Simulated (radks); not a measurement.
The nitrogen anion N2-, [He] 2s2 2p5, held by a Watson sphere: a shell of charge +2.67 at radius R that stands for the Madelung well of a crystal (potential energy -2.67/R inside, -2.67/r outside, in hartree with lengths in bohr). Calculated with a radial shooting solver on a logarithmic mesh with Libxc functionals: scalar-relativistic Kohn-Sham, LDA (Slater exchange, Perdew-Wang correlation), spin-polarised, spherical densities, finite nucleus; open shells are filled with parallel spins first; Fermi nuclear charge, rms radius of each element as measured or else 0.836 A^(1/3) + 0.57 fm. Response by self-consistent Sternheimer equations with the Hartree and adiabatic LDA kernel, the relativistic mass of each level held fixed and spin-orbit coupling left out. The sphere does not respond.

\begin{tabular}{lrrrrrrr}
R (bohr) & e(2s down) (eV) & e(2p up) (eV) & e(2p down) (eV) & <r> 2p (bohr) & sum of <r^2> (bohr^2) & X-ray form factor at sin(theta)/lambda = 0.1 1/angstrom & alpha (bohr^3) \\ \hline
1.86 & -25.627 & -15.428 & -14.400 & 1.583 & 20.19 & 7.692 & 10.32 \\
2.02 & -24.542 & -14.526 & -13.530 & 1.638 & 21.48 & 7.622 & 12.10 \\
2.2 & -23.425 & -13.587 & -12.621 & 1.698 & 22.91 & 7.548 & 14.43 \\
3.06 & -19.425 & -10.062 & -9.182 & 1.973 & 29.67 & 7.243 & 32.06 \\
3.1 & -19.283 & -9.932 & -9.054 & 1.986 & 29.99 & 7.230 & 33.23 \\
3.5 & -18.033 & -8.767 & -7.903 & 2.116 & 33.22 & 7.113 & 47.26 \\
3.95 & -16.922 & -7.714 & -6.846 & 2.272 & 37.03 & 6.994 & 69.60 \\
\end{tabular}
